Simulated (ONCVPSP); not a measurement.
# Transferability test, ONCV potential for Tc

Tc, optimised norm-conserving Vanderbilt (ONCV), made with ONCVPSP 4.0.1 (revPBE, scalar-relativistic). Core [Ar] 3d10, reference 4s2 4p6 4d5 5s1.75 (charge +0.25). Waves: 4s+5s: rc 1.90 bohr, ncon 4, nbas 8, qcut 8.1 1/bohr, 2 projectors; 4p: rc 1.55 bohr, ncon 4, nbas 8, qcut 10.7 1/bohr, 3 projectors, debl 3.9 Ha; 4d: rc 1.70 bohr, ncon 3, nbas 8, qcut 10.2 1/bohr, 1 projector. Local part: polynomial inside 1.00 bohr (lpopt 3, dvloc0 4 Ha). Core correction: polynomial model core, fcfact 0.75.

Energies are relative to the spin-unpolarised reference configuration 4s2 4p6 4d5 5s1.75; without spin polarisation the order of configurations can differ from experiment.

| valence configuration | charge | ΔE all-electron (eV) | error AE − PS (meV) |
| --- | --- | --- | --- |
| 4s2 4p6 4d5 5s1 | +1 | 6.631 | -1.6 |
| 4s2 4p6 4d5 5s0 | +2 | 21.334 | -7.4 |
| 4s2 4p6 4d5 5s1.5 | +0.5 | 1.813 | -0.4 |

Q: What are ΔE and the potential's error for 4s2 4p6 4d5 5s2?

A: ΔE = -1.430 eV all-electron; the error (AE − PS) is +0.2 meV.

Levels in the configuration 4s2 4p6 4d5 5s1.5:

| level | all-electron (eV) | pseudo (eV) |
| --- | --- | --- |
| 4s | -76.965 | -76.970 |
| 4p | -48.943 | -48.945 |
| 4d | -10.196 | -10.196 |
| 5s | -8.033 | -8.033 |
